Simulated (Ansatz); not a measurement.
Cartesian coordinates in Å:
```
C -0.766 -0.721 1.945
C 0.177 0.303 1.362
O 0.807 -0.195 0.191
Si 0.357 0.178 -1.324
O -1.268 0.035 -1.387
O 0.688 1.704 -1.801
O 1.186 -0.818 -2.314
H -1.570 -0.944 1.241
H -0.233 -1.647 2.171
H -1.209 -0.344 2.871
H -0.360 1.234 1.142
H 0.972 0.546 2.073
H -1.709 0.496 -2.102
H 1.590 1.881 -2.072
H 1.338 -1.708 -1.995
```

Total charge 0; spin multiplicity 1.

(1) List the PBE0/def2-TZVPP orbital energies in eV (Ansatz). (An estimate is asked.)

Answers

(1) Computed: Occupied: -1803.68, -522.62, -522.61, -522.59, -522.50, -279.49, -277.75, -145.75, -100.44, -100.44, -100.44, -29.00, -28.07, -27.91, -27.81, -21.01, -17.49, -16.07, -14.78, -14.58, -13.95, -13.11, -11.94, -11.11, -10.83, -10.71, -10.57, -10.24, -9.90, -9.65, -9.13, -8.71, -8.29. Lowest empty: 0.60, 1.66, 1.75, 1.88, 2.68, 3.00, 3.38, 3.46.
